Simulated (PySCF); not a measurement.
Computed shifts of a molecule C4H9NSi, HF/pcSseg-1 (PySCF), GIAO, gas phase, atoms alike by connectivity averaged where their shifts nearly agree, in ppm (number of nuclei): ¹⁵N: 0.5 (1). ²⁹Si: -48.0 (1). ¹³C: 171.9 (1), 161.7 (1), 33.1 (1), 32.0 (1). ¹H: 7.67 (1), 4.59 (2), 2.91 (2), 2.82 (2), 0.78 (1), 0.55 (1). References: ¹⁵N against NH3 (σ = 267.3 ppm); ²⁹Si against TMS (σ = 393.8 ppm); ¹³C against TMS (σ = 192.6 ppm); ¹H against TMS (σ = 31.99 ppm), references at their B3LYP-D3(BJ)/def2-TZVP geometries, non-relativistic. Geometry optimised at TPSSh-D3(BJ)/def2-SVP. The values are those of a single conformer.

Identify the compound among the candidates.
A) N[SiH2]C1=CCC1
B) C[C@@H]1CN=C1[SiH3]
C) C#C[SiH2]NCC
D) C[SiH2]C#CCN

A, N[SiH2]C1=CCC1
